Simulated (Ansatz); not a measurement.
Mg2O2⁻. Charge -1, multiplicity 2. Geometry B3LYP-D4/def2-TZVPD.

```csv
atom,x (Å),y (Å),z (Å)
Mg1,-0.1309,1.2237,0.0288
Mg2,0.1309,-1.2237,-0.0289
O3,1.2519,0.1175,0.6950
O4,-1.2520,-0.1176,-0.6949
```

At PBE-D4/def2-SVPD, PBE-D4/def2-TZVPD, PBE0-D4/def2-SVPD, PBE0-D4/def2-TZVPD the highest occupied level of the charge -1 doublet lies above zero (up to 0.47 eV). By energy differences its removal costs 1.42 eV (vertical, to the charge 0 singlet, at PBE-D4/def2-TZVPD); a positive level beside a positive removal energy at the same level points to self-interaction error. The structure comes from a short search, and lower isomers may exist.

(1) Estimate the α-spin orbital energies around the gap (eV) in Ansatz with PBE-D4/def2-SVPD, PBE-D4/def2-TZVPD, PBE0-D4/def2-SVPD, PBE0-D4/def2-TZVPD, ωB97M-V/def2-TZVPD.

Results:

(1) 
```json
{"orbital": "HOMO−5", "PBE-D4/def2-SVPD": "-1.74", "PBE-D4/def2-TZVPD": "-1.73", "PBE0-D4/def2-SVPD": "-3.00", "PBE0-D4/def2-TZVPD": "-2.96", "ωB97M-V/def2-TZVPD": "-5.38"}
{"orbital": "HOMO−4", "PBE-D4/def2-SVPD": "-1.10", "PBE-D4/def2-TZVPD": "-1.05", "PBE0-D4/def2-SVPD": "-2.21", "PBE0-D4/def2-TZVPD": "-2.20", "ωB97M-V/def2-TZVPD": "-4.68"}
{"orbital": "HOMO−3", "PBE-D4/def2-SVPD": "-0.94", "PBE-D4/def2-TZVPD": "-0.94", "PBE0-D4/def2-SVPD": "-2.19", "PBE0-D4/def2-TZVPD": "-2.13", "ωB97M-V/def2-TZVPD": "-4.49"}
{"orbital": "HOMO−2", "PBE-D4/def2-SVPD": "-0.17", "PBE-D4/def2-TZVPD": "-0.19", "PBE0-D4/def2-SVPD": "-1.52", "PBE0-D4/def2-TZVPD": "-1.48", "ωB97M-V/def2-TZVPD": "-3.89"}
{"orbital": "HOMO−1", "PBE-D4/def2-SVPD": "-0.14", "PBE-D4/def2-TZVPD": "-0.12", "PBE0-D4/def2-SVPD": "-1.41", "PBE0-D4/def2-TZVPD": "-1.42", "ωB97M-V/def2-TZVPD": "-3.82"}
{"orbital": "HOMO", "PBE-D4/def2-SVPD": "0.44", "PBE-D4/def2-TZVPD": "0.47", "PBE0-D4/def2-SVPD": "0.00", "PBE0-D4/def2-TZVPD": "0.03", "ωB97M-V/def2-TZVPD": "-0.90"}
{"orbital": "LUMO", "PBE-D4/def2-SVPD": "1.15", "PBE-D4/def2-TZVPD": "1.18", "PBE0-D4/def2-SVPD": "1.49", "PBE0-D4/def2-TZVPD": "1.52", "ωB97M-V/def2-TZVPD": "2.62"}
{"orbital": "LUMO+1", "PBE-D4/def2-SVPD": "2.85", "PBE-D4/def2-TZVPD": "2.79", "PBE0-D4/def2-SVPD": "3.22", "PBE0-D4/def2-TZVPD": "3.15", "ωB97M-V/def2-TZVPD": "3.75"}
{"orbital": "LUMO+2", "PBE-D4/def2-SVPD": "2.87", "PBE-D4/def2-TZVPD": "2.90", "PBE0-D4/def2-SVPD": "3.25", "PBE0-D4/def2-TZVPD": "3.26", "ωB97M-V/def2-TZVPD": "3.82"}
{"orbital": "LUMO+3", "PBE-D4/def2-SVPD": "3.05", "PBE-D4/def2-TZVPD": "2.93", "PBE0-D4/def2-SVPD": "3.41", "PBE0-D4/def2-TZVPD": "3.29", "ωB97M-V/def2-TZVPD": "4.04"}
{"orbital": "LUMO+4", "PBE-D4/def2-SVPD": "3.07", "PBE-D4/def2-TZVPD": "3.07", "PBE0-D4/def2-SVPD": "3.43", "PBE0-D4/def2-TZVPD": "3.47", "ωB97M-V/def2-TZVPD": "4.16"}
{"orbital": "LUMO+5", "PBE-D4/def2-SVPD": "3.10", "PBE-D4/def2-TZVPD": "3.13", "PBE0-D4/def2-SVPD": "3.51", "PBE0-D4/def2-TZVPD": "3.51", "ωB97M-V/def2-TZVPD": "4.26"}
{"orbital": "β HOMO", "PBE-D4/def2-SVPD": "-0.12", "PBE-D4/def2-TZVPD": "-0.10", "PBE0-D4/def2-SVPD": "-1.49", "PBE0-D4/def2-TZVPD": "-1.46", "ωB97M-V/def2-TZVPD": "-3.84"}
{"orbital": "β LUMO", "PBE-D4/def2-SVPD": "1.30", "PBE-D4/def2-TZVPD": "1.31", "PBE0-D4/def2-SVPD": "1.90", "PBE0-D4/def2-TZVPD": "1.92", "ωB97M-V/def2-TZVPD": "2.96"}
```
